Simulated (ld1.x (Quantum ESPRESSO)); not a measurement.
**Logarithmic derivatives: Ge, TM**

```json
{"Element": "germanium", "Generator": "ld1.x (Quantum ESPRESSO) 7.5", "Type": "norm-conserving Troullier–Martins (Kleinman–Bylander form)", "Functional": "PBE", "Relativity": "scalar-relativistic", "Frozen core": "[Ar] 3d10", "Valence charge": "4", "Reference configuration": "4s2 4p2", "Partial waves": "4s (bound): rc 1.75 bohr; 4p (bound): rc 2.35 bohr; 4d channel at 0.2 Ry: rc 2.25 bohr", "Local potential": "all-electron potential smoothed inside 2.00 bohr (lloc = -1)", "Core correction": "none"}
```

The phase is arctan(r·u′/u) with u = r·R(r), unwrapped; energies in Ry, scanned from -3 to 5 Ry. A pole is an energy at which the radial function vanishes at the test radius. The pseudo phase is shifted by a multiple of π to meet the all-electron one at the reference energy, and phase errors are pseudo minus all-electron; the curves can meet again beyond the range given. Levels narrower than the energy grid can be missing from the lists of poles.

| channel | radius (bohr) | reference energy (Ry) | poles, all-electron | poles, pseudo | unbroken range about the reference energy with phases within 0.05 rad | phase error 1 Ry above the reference energy (rad) |
| --- | --- | --- | --- | --- | --- | --- |
| s | 2.56 | -0.86 | 0.13 | 0.12, 4.96 | below 2.0 | -0.003 |
| p | 2.56 | -0.29 | 1.28 | 1.23 | below 2.8 | -0.004 |
| d | 2.56 | 0.20 | -2.13, 3.32 | 2.77 | -2.0 to 0.9 | -0.098 |

Phases in the d channel:

```csv
E (Ry),all-electron,pseudo
-3.00,1.344,-1.788
-2.76,1.331,-1.796
-2.52,1.311,-1.805
-2.28,1.240,-1.815
-2.04,-1.754,-1.827
-1.80,-1.814,-1.840
-1.56,-1.840,-1.856
-1.32,-1.863,-1.874
-1.08,-1.887,-1.896
-0.84,-1.917,-1.923
-0.60,-1.952,-1.957
-0.36,-1.998,-2.001
-0.12,-2.060,-2.062
0.12,-2.149,-2.149
0.36,-2.283,-2.284
0.60,-2.502,-2.511
0.84,-2.873,-2.911
1.08,-3.397,-3.483
1.32,-3.869,-3.968
1.56,-4.167,-4.256
1.80,-4.345,-4.424
2.04,-4.458,-4.531
2.28,-4.535,-4.606
2.52,-4.592,-4.663
2.76,-4.636,-4.710
3.00,-4.672,-4.751
3.24,-4.703,-4.789
3.48,-4.731,-4.827
3.72,-4.756,-4.867
3.96,-4.781,-4.912
4.20,-4.806,-4.967
4.44,-4.832,-5.037
4.68,-4.860,-5.136
4.92,-4.893,-5.287
```
